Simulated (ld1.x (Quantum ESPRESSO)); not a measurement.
## An all-electron radial function and its pseudo partner (Ti)

Columns: radius, all-electron u(r) and pseudo u(r) of the 3p shell (level -38.86 eV) of titanium in the configuration [Ne] 3s2 3p6 3d2 4s2 4p0; PBE, scalar-relativistic, PAW scheme, ld1.x (Quantum ESPRESSO) 7.5.

| r (bohr) | all-electron | pseudo |
| --- | --- | --- |
| 0.150 | 0.5163 | -0.0481 |
| 0.300 | 0.2578 | -0.1812 |
| 0.450 | -0.3037 | -0.3688 |
| 0.600 | -0.7393 | -0.5694 |
| 0.750 | -0.9700 | -0.7409 |
| 0.900 | -1.0338 | -0.8519 |
| 1.050 | -0.9922 | -0.8878 |
| 1.200 | -0.8958 | -0.8533 |
| 1.350 | -0.7780 | -0.7678 |
| 1.500 | -0.6584 | -0.6580 |
| 1.650 | -0.5472 | -0.5473 |
| 1.800 | -0.4489 | -0.4489 |
| 1.950 | -0.3648 | -0.3648 |
| 2.100 | -0.2944 | -0.2944 |
| 2.250 | -0.2363 | -0.2363 |
| 2.400 | -0.1890 | -0.1890 |
| 2.550 | -0.1507 | -0.1507 |
| 2.700 | -0.1198 | -0.1198 |
| 2.850 | -0.0951 | -0.0951 |
| 3.000 | -0.0753 | -0.0753 |
| 3.150 | -0.0595 | -0.0595 |
| 3.300 | -0.0470 | -0.0470 |
| 3.450 | -0.0371 | -0.0371 |
| 3.600 | -0.0292 | -0.0292 |
| 3.750 | -0.0229 | -0.0229 |
| 3.900 | -0.0180 | -0.0180 |

Problem. How many radial nodes do the two functions have?

Solution. The all-electron 3p function has n − l − 1 = 1; the pseudo-wave has 0, since the states of the same l below it are removed with the core.

Problem. At about which radius was the pseudo-wave matched?

Solution. 1.75 bohr. The columns agree to 0.0005 from 1.50 bohr on; several derivatives are matched, so the curves merge somewhat inside the radius.

Problem. Is the pseudo-wave norm-conserving?

Solution. No, it belongs to a PAW set: the norm inside the radius is not constrained, and the difference is carried by the augmentation charge.
